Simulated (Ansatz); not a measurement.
Compare A (`C[SiH2]O[SiH2]O`) with its isomer B (`OC(O)([SiH3])[SiH3]`).

Calculated with Ansatz (gas phase, PBE0-D4/def2-TZVP geometries, no zero-point term in ΔE). CCSD(T)/CBS adds triple-zeta CCSD(T) − MP2 to the extrapolated MP2 energy (def2 sets, frozen cores). DFT in def2-TZVPP. Each species was taken in one conformer, which may not be the lowest.

Which is lower in electronic energy at CCSD(T)/CBS, and by how much? (Best estimate.)

Ansatz gave: A, by 123.3 kcal/mol.

Give E(B) − E(A) in kcal/mol with CCSD(T)/def2-TZVPP, MP2/def2-TZVPP, ωB97M-V, B2PLYP, HF/def2-TZVPP, PBE0-D4, CCSD/def2-TZVPP. (Best estimate.)

Ansatz gave: CCSD(T)/def2-TZVPP 121.9, MP2/def2-TZVPP 126.6, ωB97M-V 120.8, B2PLYP 124.0, HF/def2-TZVPP 132.6, PBE0-D4 116.6, CCSD/def2-TZVPP 124.1. None reverses the order clearly.

Largest T1 diagnostic: 0.013.

In def2-TZVPP, CCSD(T) changes the Hartree–Fock value by −10.7 kcal/mol (the triples alone add −2.2 kcal/mol) and MP2 by −6.0 kcal/mol. From PBE to PBE0 (25 % exact exchange), in def2-TZVPP and without D4, E(B) − E(A) moves by +5.7 kcal/mol.
